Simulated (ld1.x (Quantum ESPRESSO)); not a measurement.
Before and after: RRKJ potential for Hf (Z = 72)

```json
{
  "Element": "Hf",
  "Generator": "ld1.x (Quantum ESPRESSO) 7.5",
  "Type": "norm-conserving RRKJ (Kleinman–Bylander form)",
  "Functional": "LDA (PZ)",
  "Relativity": "scalar-relativistic",
  "Frozen core": "[Xe] 4f14",
  "Valence charge": "4",
  "Reference configuration": "5d2 6s2 6p0",
  "Partial waves": "6p (bound, empty): rc 3.10 bohr; 5d (bound): rc 1.90 bohr; 6s (bound): rc 2.65 bohr",
  "Local potential": "the s channel",
  "Core correction": "a·sin(br)/r model core inside 1.25 bohr",
  "rho0": "0.01"
}
```

Change: wave 5d (bound): rc 1.90 bohr becomes 5d (bound): rc 2.92 bohr.

Cutoffs: the cutoffs (Ry, on a coarse ladder) from which the occupation-weighted sum of valence levels, in a spherical-Bessel basis at the reference potential, stays within 10 and 1 mRy of its value at 400 Ry; they do not see the model core or the augmentation charge, which bear on the density cutoff. Errors are all-electron minus pseudo energies relative to the spin-unpolarised reference configuration.

Problem. What does the change do?

Solution. The potential gets softer (21 Ry and 40 Ry → 18 Ry and 18 Ry); of the 9 tests that both files solve, the error grows in 2 and shrinks in 1 by more than 15 % and 0.3 meV (median size 7.9 → 19.7 meV); neither file shows a bound ghost. A larger radius leaves more room for a smooth pseudo-wave, so fewer plane waves are needed.

| quantity | base | changed |
| --- | --- | --- |
| cutoff, loose | 21 Ry | 18 Ry |
| cutoff, tight | 40 Ry | 18 Ry |
| loose cutoff by channel (10 mRy a level) | d 18 Ry, s 6 Ry | d 15 Ry, s 6 Ry |
| bound ghosts | none | none |
| error for 5d2 6s1 6p0, meV [ΔE 8.20 eV] | -7.9 | -7.3 |
| error for 5d2 6s0 6p0, meV [ΔE 22.70 eV] | -46 | -48 |
| error for 5d1 6s0 6p0, meV [ΔE 44.80 eV] | -290 | -263 |
| error for 5d2 6s1 6p1, meV [ΔE 3.91 eV] | -4.6 | -4.9 |
| error for 5d2 6s1.5 6p0, meV [ΔE 3.35 eV] | -2.2 | -2.0 |
| error for 5d3 6s0 6p0, meV [ΔE 10.23 eV] | -87 | -45 |
| error for 5d2 6s0 6p2, meV [ΔE 8.07 eV] | -18 | -20 |
| error for 5d2 6s2 6p0 (spin-polarised), meV [ΔE -0.44 eV] | -2.4 | +19 |
| error for 5d2 6s1 6p0 (spin-polarised), meV [ΔE 7.06 eV] | -0.3 | +35 |
| s: phases at 3.33 bohr within 0.05 rad from the reference energy up to (Ry; the scan ends near 5) | 1.7 | 1.7 |
| p: phases at 3.33 bohr within 0.05 rad from the reference energy up to (Ry; the scan ends near 5) | 1.8 | 1.8 |
| d: phases at 3.33 bohr within 0.05 rad from the reference energy up to (Ry; the scan ends near 5) | 1.0 | 0.9 |
